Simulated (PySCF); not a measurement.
**Lu(SH)3 relaxed at several levels**

Computed with PySCF 2.14.0, def2-SVP on the ligands, density fitting, scalar-relativistic core potentials, no spin-orbit coupling, vacuum. Each row is relaxed at its own level from the same template. Distances are means of the shortest metal–ligand contacts, charges and spins Mulliken's; removal energies are rigid, with the ligand's formal charge and no counterpoise, so too large; for an anion taken off a cation in vacuum most of it is the attraction of opposite charges, and multiply charged cations can part far more cheaply with an electron moved from ligand to metal. lcecp potentials hold a fixed number of 4f electrons in the core, out of states, spins and gaps.

```json
{"level": "BP86", "basis on the metal": "lcecp-1-SVP with ECP60", "point group": "C3h", "M–SH (Å)": "2.534", "charge on M (e)": "0.61", "dipole (D)": "0.10", "removal of one SH (eV)": "9.33", "strongest infrared band, degenerate modes summed (cm⁻¹)": "310", "unstable modes (below −25 cm⁻¹)": "0"}
```

(1) What does the calculation give for PBE0, lcecp-1-SVP with ECP60?

Moved off a saddle point of the template and relaxed again: BP86, PBE0. One start shape was tried for each, so a minimum needn't be the lowest isomer.

Results:

(1) point group: C3, nearly C3h, M–SH (Å): 2.523, charge on M (e): 0.78, dipole (D): 0.03, removal of one SH (eV): 9.41, strongest infrared band, degenerate modes summed (cm⁻¹): 319, unstable modes (below −25 cm⁻¹): 0.
```xyz
7

Lu    0.0000    0.0000    0.8438
S     2.4847   -0.4378    0.8538
H     2.8028    0.8786    0.9048
S    -0.8632    2.3707    0.8538
H    -2.1623    1.9880    0.9048
S    -1.6215   -1.9329    0.8538
H    -0.6405   -2.8666    0.9048
```
